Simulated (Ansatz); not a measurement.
Abridged output of a molecular run in Ansatz:

```
Functional definition: HF
785 factors; integrals over basis functions are off by at most 1.2e-3 eV
mean field evaluation 1: about -21931.4844 eV, gradient 3.5e1 eV
mean field evaluation 2: about -21931.4871 eV, gradient 3.5e1 eV
mean field evaluation 4: about -21934.0946 eV, gradient 2.8e0 eV
mean field evaluation 8: about -21934.1226 eV, gradient 2.0e-4 eV
mean field -21934.12259838 eV, -806.0641380081 hartree, gradient 2.8e-6 eV, S^2 0.000000; 0 other end points of the search recorded, 0 dependent functions left out
12 core orbitals not correlated: weight in the atoms' cores, before any rotation towards them, 1.000 or more for the frozen orbitals, at most 0.000 for the correlated occupied ones
reference -21934.12259838 eV, -806.0641380081 hartree; 13, 13 occupied and 59, 59 virtual orbitals, 785 factors
second order -15.81114416 eV of doubles, -0.00000000 eV of singles
cycle   1  -16.34484203 eV  change   -5.3e-1 eV  update   9.9e-2
cycle   2  -16.79916388 eV  change   -4.5e-1 eV  update   2.9e-2
cycle   3  -16.91077355 eV  change   -1.1e-1 eV  update   1.5e-2
cycle   4  -16.90349180 eV  change    7.3e-3 eV  update   3.0e-3
cycle   5  -16.90303425 eV  change    4.6e-4 eV  update   1.2e-3
cycle   6  -16.90335420 eV  change   -3.2e-4 eV  update   3.8e-4
cycle   7  -16.90317606 eV  change    1.8e-4 eV  update   1.4e-4
cycle   8  -16.90313024 eV  change    4.6e-5 eV  update   4.8e-5
cycle   9  -16.90315457 eV  change   -2.4e-5 eV  update   1.8e-5
perturbative correction -0.34304832 eV, -0.0126067932 hartree
Total energy: -21951.36880127 eV, -806.6979242744 hartree
```

Its atoms:

Cartesian coordinates in Å:
```
F 0.454 -0.125 2.216
Si -0.084 -0.895 0.929
O -0.453 0.181 -0.240
P 0.539 0.939 -1.323
H 0.995 -1.803 0.481
H -1.335 -1.581 1.298
H -0.379 0.998 -2.408
H 0.263 2.286 -0.953
```

Question: Which basis set was used?
A. def2-SVP
B. def2-TZVPPD
C. def2-SVPD
D. cc-pV(Q+d)Z

Answer: A. It gives 84 functions.

Question: Write the keys of the input that set method, charge and spin (a neutral closed shell needs none for the last two).

Answer: 
```yaml
correlation: {method: ccsd_t}
```
